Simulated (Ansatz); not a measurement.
System: sum formula H$_{3}$BPO$_{2}$ (charge 0, doublet). It need not be the lowest isomer of its formula. SMILES: [O]B(O)P
Geometry from a B3LYP-D3(BJ)/def2-TZVP (Ansatz, a first-principles code) optimisation:
```
B
O 1 1.2730
O 1 1.3551 2 139.09
H 3 0.9614 1 114.71 2 -180.00
P 1 2.0733 2 99.48 3 -180.00
H 5 1.4109 1 100.80 2 -49.31
H 5 1.4109 6 96.29 1 -102.30
```
Charge 0, spin multiplicity 2.

Wanted: atomisation energy (electronic, to ground-state atoms), in kJ/mol. Correlated levels leave the core frozen unless marked. UHF or UKS for open shells. Spin-orbit coupling is left out. Non-relativistic. The coupled-cluster limit lacks core correlation, which all-electron functionals hold. CBS(X,Y): correlation extrapolated as X^-3; Hartree-Fock from the larger set.

| level | program | atomisation energy (kJ/mol) |
|---|---|---|
| BLYP-D4/def2-TZVPD | Ansatz + dftd4 | 2591.3 |
| r2SCAN0-D4/def2-TZVPD | Ansatz + dftd4 | 2489.6 |
| wB97X-V/def2-TZVPD | Ansatz | 2543.9 |
| SCS-MP2/cc-pV(T+d)Z | Ansatz | 2439.8 |
| SCS-MP2/aug-cc-pV(Q+d)Z | Ansatz | 2504.9 |

Question: Predict the CCSD(T)/CBS(aug-cc-pV(T+d)Z,aug-cc-pV(Q+d)Z) result (Ansatz).

Answer: 2521.3 kJ/mol
